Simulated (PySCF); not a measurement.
# Electronic structure of Bi (bismuth, neutral) at the UHF level

Configuration: [Xe] 4f14 5d10 6s2 6p2 7s1, 7s spin antiparallel (an excited configuration). All numbers are calculated (PySCF 2.14, scalar relativity through the core potential, in aug-cc-pVTZ-PP with ECP60MDF).

```
Total energy                                                  : -213.392156 hartree
One-electron energy                                           : -369.9457 hartree
Hartree (Coulomb) energy                                      : 172.5424 hartree
Exchange energy                                               : -15.9889 hartree
⟨S²⟩                                                          : 1.7586
⟨L²⟩                                                          : 2.114
Sum of ⟨r⟩                                                    : 36.26 bohr
Sum of ⟨r²⟩                                                   : 96.43 bohr²
Traceless quadrupole moment −½Σ⟨3z² − r²⟩ along its main axis : -0.486 e·bohr²
```

```json
{"shell": "5s α", "electrons": "1", "mean orbital energy (hartree)": "-6.81619", "spread (hartree)": "0", "rms radius, mean of both spins (bohr)": "0.899"}
{"shell": "5s β", "electrons": "1", "mean orbital energy (hartree)": "-6.80813", "spread (hartree)": "0", "rms radius, mean of both spins (bohr)": "0.899"}
{"shell": "5p α", "electrons": "3", "mean orbital energy (hartree)": "-4.39142", "spread (hartree)": "0.00774", "rms radius, mean of both spins (bohr)": "1.02"}
{"shell": "5p β", "electrons": "3", "mean orbital energy (hartree)": "-4.38511", "spread (hartree)": "0.02131", "rms radius, mean of both spins (bohr)": "1.02"}
{"shell": "5d α", "electrons": "5", "mean orbital energy (hartree)": "-1.44556", "spread (hartree)": "0.01571", "rms radius, mean of both spins (bohr)": "1.32"}
{"shell": "5d β", "electrons": "5", "mean orbital energy (hartree)": "-1.43561", "spread (hartree)": "0.02641", "rms radius, mean of both spins (bohr)": "1.32"}
{"shell": "6s α", "electrons": "1", "mean orbital energy (hartree)": "-0.85358", "spread (hartree)": "0", "rms radius, mean of both spins (bohr)": "2.32"}
{"shell": "6s β", "electrons": "1", "mean orbital energy (hartree)": "-0.71375", "spread (hartree)": "0", "rms radius, mean of both spins (bohr)": "2.32"}
{"shell": "6p α", "electrons": "2", "mean orbital energy (hartree)": "-0.40573", "spread (hartree)": "0", "rms radius, mean of both spins (bohr)": "3.01"}
{"shell": "7s β", "electrons": "1", "mean orbital energy (hartree)": "-0.10011", "spread (hartree)": "0", "rms radius, mean of both spins (bohr)": "6.50"}
```

Energies and moments cover only the electrons outside the core potential. Spin-orbit coupling is strong in this species (close to jj coupling), so the high-spin LS determinant is a model state, not a physical level. The outer electron is Rydberg-like, and this basis confines it to a smaller radius and binds it less than a complete one would. With the s spin flipped the determinant is a mixture of two multiplicities, not a spectroscopic state.
